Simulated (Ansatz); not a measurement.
Ideal-gas functions of CH₄FNOSi (`N=C(F)O[SiH3]`) at 298.15 K and 1 bar, from an Ansatz frequency run at PBE0-D4/def2-TZVP.

Molar mass 93.13 g/mol, point group Cs (symmetry number 1), electronic degeneracy 1, moments of inertia 50.409, 202.77, 247.244 u Å². Harmonic wavenumbers (cm⁻¹, unscaled): 51, 116, 158, 469, 589, 700, 718, 751, 790, 826, 943, 946, 959, 1025, 1123, 1363, 1791, 2247, 2252, 2293, 3565.

Use S(trans) = R[1.5 ln M + 2.5 ln T − 1.1517]; rotational temperatures θ = 24.2544 K / I; S(rot) = R[ln(√π/σ · √(T³/θAθBθC)) + 1.5]; for each mode x = 1.438777 ν̃/T, S = R[x/(eˣ − 1) − ln(1 − e⁻ˣ)] and H = RT x/(eˣ − 1); 1 cm⁻¹ = 0.0119627 kJ/mol; R = 8.31446 J/(mol·K).

Task: By hand: the entropy, in J/(mol·K).

Result: Translation 165.4. Rotation: θ = 0.4812, 0.1196, 0.0981 K, giving 109.8. Vibration, mode by mode: 19.99, 13.25, 10.77, 3.10, 1.96, 1.28, 1.19, 1.05, 0.90, 0.78, 0.49, 0.49, 0.46, 0.35, 0.24, 0.09, 0.01, 0.00, 0.00, 0.00, 0.00, in all 56.4. Electronic 0.0. Sum 331.6 J/(mol·K).

Task: By hand: H − E and G − E in kJ/mol, counted from the electronic energy.

Result: Zero-point energy ½ × 23675 × 0.0119627 = 141.6; thermal vibration 8.5; translation, rotation and pV give 4 RT = 9.9. H − E = 160.0 kJ/mol, and G − E = 160.0 − 298.15 × 331.6/1000 = 61.1 kJ/mol.

Vibration gives 17 % of the entropy, 33.2 J/(mol·K) of it from the modes under 150 cm⁻¹: soft modes count most, and the harmonic formula is weakest for them. The sum counts one conformer and one mirror image; others add a mixing term.
